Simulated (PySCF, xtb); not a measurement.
TaOF2, SMILES [F][Ta+]([F])=[O], charge +1, multiplicity 1.

GFN2-xTB in xtb 6.7.1 at its own geometry gives an orbital gap of 2.09 eV.

Geometry: r2SCAN-D4/def2-TZVP. The multiplicity is an assumed one; other spin states were not compared. The isomer is the one that the SMILES or the coordinates give; other isomers of the formula were not compared. The def2 effective core potentials stand for the cores of Ta; spin–orbit coupling is left out.

Task: What does PySCF with CAM-B3LYP/def2-TZVPD give? (The exact figures need the calculation; the answer reports its results.)

Result: gap 8.43 eV (levels -18.12 and -9.69 eV).
